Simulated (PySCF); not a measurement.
Cr(O)(OH)4 (CrH4O5), SMILES [OH][Cr]([OH])([OH])(=[O])[OH], multiplicity 1.

Geometry optimised at B3LYP-D3(BJ)/def2-SVP. The multiplicity is an assumed one; other spin states were not compared. The values are those of a single conformer.

Calculation: TDDFT-PBE/def2-SVPD in PySCF 2.14.0.

Vertical excitations. The molecule is in vacuum. State labels are in the subgroup Cs.

| state | symmetry | energy (eV) | λ (nm) | f | main pairs |
|---|---|---|---|---|---|
| S1 | A" | 2.31 | 536 | 0.000 | HOMO→LUMO+1 99 % |
| S2 | A' | 2.50 | 495 | 0.003 | HOMO→LUMO 81 %, HOMO−1→LUMO+1 18 % |
| S3 | A" | 2.74 | 452 | 0.001 | HOMO−1→LUMO 98 % |
| S4 | A' | 2.96 | 419 | 0.002 | HOMO−2→LUMO 91 % |
| S5 | A" | 3.04 | 408 | 0.000 | HOMO→LUMO+2 65 %, HOMO−2→LUMO+1 34 % |
| S6 | A" | 3.12 | 397 | 0.003 | HOMO−2→LUMO+1 59 %, HOMO→LUMO+2 34 % |
| S7 | A" | 3.23 | 384 | 0.000 | HOMO−3→LUMO 98 % |
| S8 | A' | 3.31 | 374 | 0.015 | HOMO−1→LUMO+1 55 %, HOMO−1→LUMO+2 17 %, HOMO−3→LUMO+1 9 %, HOMO→LUMO 9 % |
| S9 | A' | 3.48 | 356 | 0.002 | HOMO−3→LUMO+1 72 %, HOMO→LUMO+3 16 % |
| S10 | A' | 3.55 | 349 | 0.002 | HOMO→LUMO+3 50 %, HOMO−1→LUMO+2 36 % |
| T1 | A' | 1.88 | 658 | 0 | HOMO→LUMO 99 % |
| T2 | A" | 2.18 | 569 | 0 | HOMO→LUMO+1 93 % |
| T3 | A" | 2.48 | 499 | 0 | HOMO−1→LUMO 93 % |
| T4 | A' | 2.52 | 493 | 0 | HOMO−1→LUMO+1 98 % |
Triplets are in the Tamm–Dancoff approximation, which puts them higher than full response would, so one can lie above its singlet here.
